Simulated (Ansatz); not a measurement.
Geometry optimisation, RKS B3LYP-D4/def2-SVP in Ansatz 0.2.0.

The input (input.yaml):

```yaml
crystal:
  periodic: [false, false, false]
  atoms:
    - { symbol: Zn, position_ang: [-0.565199, 0.255917, -0.61264] }
    - { symbol: Cl, position_ang: [-0.101667, -0.591932, 2.790951] }
    - { symbol: O, position_ang: [-2.297868, 0.638433, -0.653915] }
    - { symbol: H, position_ang: [0.826571, -0.590467, 1.856589] }
    - { symbol: "N", position_ang: [1.265063, -0.193568, -0.37375] }
    - { symbol: H, position_ang: [-2.618897, 0.912465, -1.52189] }
    - { symbol: H, position_ang: [1.576407, -0.999252, -0.917153] }
    - { symbol: H, position_ang: [1.91559, 0.568502, -0.568192] }
basis:
  gaussian: { orbitals: def2-SVP }
hamiltonian:
  xc: b3lyp
  dispersion: d4
relax:
  f_tol: 0.03
  max_steps: 50
```

Launched with:

```bash
$ ansatz run input.yaml --threads 2 --pin off --max-ram 3072MiB --backend cpu --events-out ev --progress --plain --runs-dir out
```

Q: Where does it end, and by what steps?

A: The forces met the threshold. After 14 steps the energy has fallen by 1.820 eV; H4 moved furthest, 1.33 Å. Parted: Cl2–H4 (1.32 → 2.76 Å). Joined: Zn1–Cl2 (3.54 → 2.18 Å), H4–N5 (2.31 → 1.02 Å).

```csv
step,energy less start (eV),largest force component (eV/Å),accepted
0,0.0000,0.983,yes
1,-0.1312,0.418,yes
2,-0.2128,0.699,yes
3,-0.2488,0.459,yes
4,-0.3188,0.462,yes
5,-0.4167,0.698,yes
6,-0.8411,1.343,yes
7,-1.1594,3.795,yes
8,-1.5372,0.802,yes
9,-1.6973,0.627,yes
10,-1.7866,0.375,yes
11,-1.8103,0.204,yes
12,-1.8081,0.736,no
13,-1.8149,0.257,yes
14,-1.8200,0.026,yes
```

```xyz
8
Properties=species:S:1:pos:R:3
Zn -0.951 0.095 0.504
Cl -0.540 -0.453 2.574
O -2.182 0.630 -0.703
H 1.513 -0.489 0.725
N 1.101 -0.202 -0.168
H -1.815 0.746 -1.588
H 1.267 -0.950 -0.845
H 1.608 0.621 -0.499
```

Whether the end is a true minimum wasn't checked by a vibrational analysis.

Run time: 49 s on 2 threads of Intel(R) Xeon(R) Platinum 8259CL CPU @ 2.50GHz (Skylake/Cascade Lake), with other jobs on the host, peak memory 0.23 GiB.
